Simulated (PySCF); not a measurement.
Cartesian coordinates in Å; atom numbers follow the order of the lines, from 1:
```xyz
12

B    -1.857   -0.292   -0.144
C    -0.371   -0.335    0.318
C     0.828   -0.606   -0.653
C     1.427    0.652   -0.083
Cl    2.880    1.465   -0.435
C     0.403    0.885    0.752
Cl    0.031    2.106    1.875
H    -2.635    0.480    0.364
H    -2.258   -1.099   -0.950
H    -0.421   -1.104    1.126
H     1.391   -1.531   -0.457
H     0.571   -0.552   -1.723
```

Geometry: PBE0-D3(BJ)/def2-SVP; GIAO shifts from PySCF 2.14.0 with density-fitted response routines, gas phase, non-relativistic, averaged over equivalent atoms.

At WP04/pcSseg-1 (158 basis functions, 20 s wall time on 1 thread of an Arm Neoverse V1, shared host):
```tsv
atoms	δ (ppm)
B1	75.9
C6	141.9
C4	137.1
C2	53.4
C3	42.4
Cl5	211.9
Cl7	210.7
H8/H9	6.44
H11	2.84
H12	2.70
H10	2.42
```

Shifts are taken against calculated references (same method and geometry level): 11B (95.72 ppm) against BF3·OEt2; 13C (172.44 ppm) and 1H (31.56 ppm) against TMS; 35Cl (900.97 ppm) vs HCl.

Task: Estimate the result of repeating the calculation with PBE0/aug-cc-pVDZ.

Result: 
```
atoms  δ at PBE0/aug-cc-pVDZ  change
   B1                   78.2    +2.3
   C6                  130.3   -11.6
   C4                  126.5   -10.6
   C2                   53.4    +0.0
   C3                   39.0    -3.4
  Cl5                  199.7   -12.2
  Cl7                  200.1   -10.6
H8/H9                   7.85   +1.41
  H11                   3.08   +0.24
  H12                   2.92   +0.22
  H10                   2.77   +0.35
```

References, each an isolated molecule treated in the same way: 11B (σ = 110.17 ppm) against BF3·OEt2; 13C (σ = 195.12 ppm) and 1H (σ = 31.39 ppm) vs TMS; 35Cl (σ = 967.65 ppm) vs HCl.

The largest change is at Cl5 (chlorine bonded to C). Cost: 214 basis functions, 38 s wall time on 1 thread of an Arm Neoverse V1, shared host. The order of the carbon signals is the same at both levels.

A carbon bonded to boron is broadened by the quadrupolar boron nucleus and is often missing from a measured spectrum. Carbons that carry Cl, above all several Cl atoms, come out too deshielded, partly because spin–orbit coupling is missing.
